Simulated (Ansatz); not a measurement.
Wavefunction ladder for C2H5BO, SMILES `BC(C)=O`

Z-matrix (Å, degrees):
```
B
O 1 1.752
C 1 1.522 2 43.8
H 1 1.194 2 111.7 3 -109.2
H 1 1.194 2 111.7 3 109.2
C 3 1.468 1 156.3 2 180.0
H 6 1.094 3 108.7 1 57.4
H 6 1.091 3 111.8 1 179.8
H 6 1.094 3 108.6 1 -57.8
```

The species carries charge 0 and has multiplicity 1. All single points use the PBE0-D4/def2-TZVP geometry. Frozen core, restricted reference, Ansatz. CBS rows extrapolate triple and quadruple zeta; past MP2 they add the triple-zeta difference.

| basis | HF (Eh) | MP2 corr. |
| --- | --- | --- |
| def2-SVP | -178.01577 | -0.54458 |
| def2-TZVPP | -178.22335 | -0.66963 |
| def2-QZVPP | -178.23165 | -0.71529 |

(1) Estimate the CCSD correlation energy and the (T) correction in each basis where they were run (hartree).

## Answers

(1) 
| basis | CCSD corr. | (T) |
| --- | --- | --- |
| def2-SVP | -0.58125 | -0.01960 |
| def2-TZVPP | -0.69790 | -0.03019 |
| CBS(def2) | -0.77739 | as TZ |
